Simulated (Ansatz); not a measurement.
C5HBCl2F6O2, SMILES `FC(F)(F)C1=CC(C(F)(F)F)=[O+][B-](Cl)(Cl)O1`: the same geometry under several functionals.

```yaml
crystal:
  periodic: [false, false, false]
  atoms:
    - {symbol: F, position_ang: [-2.746550, 2.078870, -0.181802]}
    - {symbol: C, position_ang: [-1.437231, 2.230989, -0.045392]}
    - {symbol: F, position_ang: [-1.190539, 2.730603, 1.162363]}
    - {symbol: F, position_ang: [-1.005792, 3.092972, -0.956897]}
    - {symbol: C, position_ang: [-0.734309, 0.885541, -0.230639]}
    - {symbol: C, position_ang: [0.084511, 0.352255, 0.747060]}
    - {symbol: C, position_ang: [0.783220, -0.784149, 0.384801]}
    - {symbol: C, position_ang: [1.855768, -1.391753, 1.289867]}
    - {symbol: F, position_ang: [1.943467, -0.720499, 2.434772]}
    - {symbol: F, position_ang: [1.556415, -2.653928, 1.560400]}
    - {symbol: F, position_ang: [3.034134, -1.348635, 0.681940]}
    - {symbol: O, position_ang: [0.639494, -1.396369, -0.714004]}
    - {symbol: B, position_ang: [-0.466513, -1.046312, -1.689153]}
    - {symbol: Cl, position_ang: [-1.840906, -2.184199, -1.387414]}
    - {symbol: Cl, position_ang: [0.212627, -1.041189, -3.349067]}
    - {symbol: O, position_ang: [-0.948942, 0.351574, -1.358364]}
    - {symbol: H, position_ang: [0.242048, 0.843929, 1.691628]}
basis:
  gaussian: {orbitals: def2-TZVPP}
hamiltonian: {xc: {name: wB97X-V}}
output: {orbitals: {seedname: orbitals}}
```

```sh
$ ansatz run in.yaml --threads 11 --pin off --events-out ev --progress --plain --max-ram 110592MiB --backend cuda --devices 0, --max-vram 75GiB
```

Shortened log:

```
Functional definition: wB97X-V
2986 factors; their error is unknown
557 factors; integrals over basis functions are off by at most 1.1e-5 eV
mean field evaluation 1: about -51312.0786 eV, gradient 7.7e1 eV
mean field evaluation 2: about -51312.2482 eV, gradient 8.3e1 eV
mean field evaluation 4: about -51321.5192 eV, gradient 4.4e0 eV
mean field evaluation 8: about -51321.5685 eV, gradient 6.9e-2 eV
mean field evaluation 16: about -51321.6397 eV, gradient 3.7e-4 eV
mean field -51321.63968077 eV, -1886.0354712114 hartree, gradient 2.1e-5 eV, S^2 0.000000; 0 other end points of the search recorded, 0 dependent functions left out
reference -51321.63967863 eV, -1886.0354711330 hartree; 70, 70 occupied and 462, 462 virtual orbitals, 2986 factors
Total energy: -51321.63967863 eV, -1886.0354711330 hartree
```

It took 2.9 s on 11 threads of an AMD EPYC 7R13 on a shared host and a whole NVIDIA H100 80 GB, with 1.2 GiB of host memory at the peak.

The same input with `hamiltonian: {xc: {name: PBE-QIDH}}` (abridged; 3.3 s):

```
Functional definition: PBE-QIDH
mean field evaluation 16: about -51258.4864 eV, gradient 3.7e-4 eV
mean field -51258.48642604 eV, -1883.7146319070 hartree, gradient 1.5e-6 eV, S^2 0.000000
24 core orbitals not correlated: weight in the atoms' cores, before any rotation towards them, 1.000 or more for the frozen orbitals, at most 0.000 for the correlated occupied ones
second order -96.82239574 eV of doubles, -0.00000000 eV of singles
Total energy: -51290.76057136 eV, -1884.9006848711 hartree
```

Changing it to `hamiltonian: {xc: {name: B3LYP}, dispersion: d4}` and forces (abridged; 2.7 s):

```
Functional definition: B3LYP
mean field evaluation 16: about -51333.8971 eV, gradient 8.2e-4 eV
mean field -51333.89711744 eV, -1886.4859237008 hartree, gradient 1.2e-5 eV, S^2 0.000000
Total energy: -51334.92061362 eV, -1886.5235364914 hartree
Atom 0 force    -0.458717    -0.044775    -0.044637 eV/Å
Atom 1 force     0.153969    -0.300097    -0.033248 eV/Å
Atom 2 force     0.075315     0.188453     0.416461 eV/Å
Atom 3 force     0.147030     0.307430    -0.314244 eV/Å
Atom 4 force     0.001112     0.162204     0.208226 eV/Å
Atom 5 force     0.022168     0.062698     0.111590 eV/Å
Atom 6 force     0.077771     0.076720     0.241087 eV/Å
Atom 7 force    -0.243332     0.136721    -0.194430 eV/Å
Atom 8 force     0.043698     0.222887     0.405286 eV/Å
Atom 9 force    -0.098767    -0.442630     0.100899 eV/Å
Atom 10 force     0.417104     0.013185    -0.206207 eV/Å
Atom 11 force     0.021883    -0.138993    -0.169009 eV/Å
Atom 12 force     0.020858    -0.001326    -0.050310 eV/Å
Atom 13 force    -0.197537    -0.159949     0.052696 eV/Å
Atom 14 force     0.102399     0.007543    -0.232495 eV/Å
Atom 15 force    -0.067654    -0.040303    -0.203765 eV/Å
Atom 16 force    -0.017300    -0.049765    -0.087900 eV/Å
Dipole moment:     0.214914     0.474444     0.757637 e Å
```

The same input with `hamiltonian: {xc: {name: B2PLYP}}` (abridged; 3.3 s):

```
Functional definition: B2PLYP
mean field evaluation 16: about -51282.3503 eV, gradient 4.2e-4 eV
mean field -51282.35033847 eV, -1884.5916145131 hartree, gradient 1.9e-6 eV, S^2 0.000000
24 core orbitals not correlated: weight in the atoms' cores, before any rotation towards them, 1.000 or more for the frozen orbitals, at most 0.000 for the correlated occupied ones
second order -103.92373357 eV of doubles, -0.00000000 eV of singles
Total energy: -51310.40995493 eV, -1885.6227863985 hartree
```

Changing it to `hamiltonian: {xc: pbe0, dispersion: d4}` (abridged; 2.2 s):

```
Functional definition: PBE0
mean field evaluation 16: about -51298.7847 eV, gradient 2.1e-3 eV
mean field -51298.78468194 eV, -1885.1955654963 hartree, gradient 3.0e-5 eV, S^2 0.000000
Total energy: -51299.33991240 eV, -1885.2159698391 hartree
```

Changing it to `hamiltonian: {xc: {name: wB97M-V}}` and forces (abridged; 3.8 s):

```
Functional definition: wB97M-V
mean field evaluation 16: about -51326.2982 eV, gradient 1.1e-2 eV
mean field -51326.29821768 eV, -1886.2066692854 hartree, gradient 7.3e-5 eV, S^2 0.000000
Total energy: -51326.29826952 eV, -1886.2066711903 hartree
Atom 0 force    -0.223125    -0.043538    -0.025396 eV/Å
Atom 1 force     0.040865    -0.104897    -0.034183 eV/Å
Atom 2 force     0.053259     0.079048     0.220128 eV/Å
Atom 3 force     0.087142     0.135673    -0.161973 eV/Å
Atom 4 force     0.051763    -0.055502     0.066391 eV/Å
Atom 5 force     0.017801     0.082912     0.176670 eV/Å
Atom 6 force    -0.067351     0.074371     0.019669 eV/Å
Atom 7 force    -0.079866     0.027977    -0.083376 eV/Å
Atom 8 force     0.006159     0.131040     0.202417 eV/Å
Atom 9 force    -0.067315    -0.217145     0.037846 eV/Å
Atom 10 force     0.196389     0.017804    -0.119211 eV/Å
Atom 11 force     0.142240    -0.061565     0.012792 eV/Å
Atom 12 force    -0.053575    -0.089501    -0.105908 eV/Å
Atom 13 force    -0.097168    -0.075180     0.035230 eV/Å
Atom 14 force     0.043371    -0.002550    -0.114367 eV/Å
Atom 15 force    -0.039039     0.138023    -0.059284 eV/Å
Atom 16 force    -0.011552    -0.036971    -0.067443 eV/Å
Dipole moment:     0.230381     0.496021     0.778091 e Å
```

B3LYP takes the VWN-RPA correlation (the form of Gaussian; ORCA's B3LYP/G).
